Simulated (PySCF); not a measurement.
**Fractional electron number in Co+ (cobalt, charge +1)**

The 3d beta orbital of [Ar] 3d8 is emptied in steps (occupation f), with all orbitals relaxed, ending at [Ar] 3d7. Calculation: PySCF 2.14, in aug-cc-pVDZ; no relativity, point nucleus. The exact energy is a straight line in f; departures are measured from the line between the end points of the same method.

Problem. Among PBE0, r2SCAN, LC-wPBE, which shows the largest delocalisation error (convex curve), and which is closest to linear?

Solution. Most convex: r2SCAN (-1.601 eV at f = 0.5); closest to linear: LC-wPBE (-0.468 eV).

```csv
f,PBE0 (eV),r2SCAN (eV),LC-wPBE (eV)
1,0.000,0.000,0.000
0.75,-0.812,-1.184,-0.333
0.5,-1.106,-1.601,-0.468
0.25,-0.846,-1.214,-0.368
0,0.000,0.000,0.000
```

```tsv
method	E(f=0) − E(f=1) (eV)	−ε at f=1 (eV)	−ε at f=0.5 (eV)
PBE0	17.539	13.317	17.449
r2SCAN	17.700	11.495	17.621
LC-wPBE	17.825	16.158	17.730
```

Reference removal energy between the ground levels: 17.084 eV (measured; NIST Atomic Spectra Database, ionization energies). The calculation has no spin-orbit coupling. The determinant left behind need not be the lowest term of the ion.
